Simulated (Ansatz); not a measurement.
The same path of CH4CdO (7 atoms, charge 0, multiplicity 1) was run 3 times with different band settings.

The calculation used RKS CAM-B3LYP-D4/def2-mTZVP (Ansatz).

Relaxed end points:

```xyz
7
Properties=species:S:1:pos:R:3
C -1.134 0.701 -0.305
Cd 0.530 -0.438 0.252
O 2.035 -1.574 0.860
H -1.960 0.052 -0.590
H -0.889 1.339 -1.151
H -1.457 1.331 0.521
H 2.874 -1.411 0.414
```

```xyz
7
Properties=species:S:1:pos:R:3
C -1.137 0.698 -0.301
Cd 0.654 -0.328 0.046
O 2.391 -1.255 0.269
H -1.944 -0.004 -0.502
H -1.035 1.362 -1.158
H -1.405 1.296 0.568
H 2.477 -1.770 1.079
```

Common settings: movable images 7; climbing image yes; spring 5.0 eV/Å²; optimiser quadratic models (default); iteration limit 60; end points relaxed.

| run | start path | force threshold |
| --- | --- | --- |
| 1 | through a guess of the saddle point | 0.03 eV/Å |
| 2 | through a guess of the saddle point | 0.5 eV/Å |
| 3 | straight line | 0.03 eV/Å |

**Question.** What does each run give, and how far can it be trusted?

**Answer.** Run 1: converged after 23 iterations, highest image 0.000 eV above the first end. The top lies less than 8 meV above the higher end, about what the thresholds resolve: that end is a shoulder or a very shallow well. A vibrational analysis at the climbing image gives no mode beyond 40i cm⁻¹: the surface is too flat there to confirm a saddle point.
Run 2: converged after 6 iterations, highest image 0.036 eV above the first end. The threshold of 0.5 eV/Å is loose, so the images may lie well off the minimum-energy path. The order of the stationary point at the top wasn't checked.
Run 3: converged after 15 iterations, highest image 0.000 eV above the first end. The highest image is an end point: on this band no image between the ends rises above it.
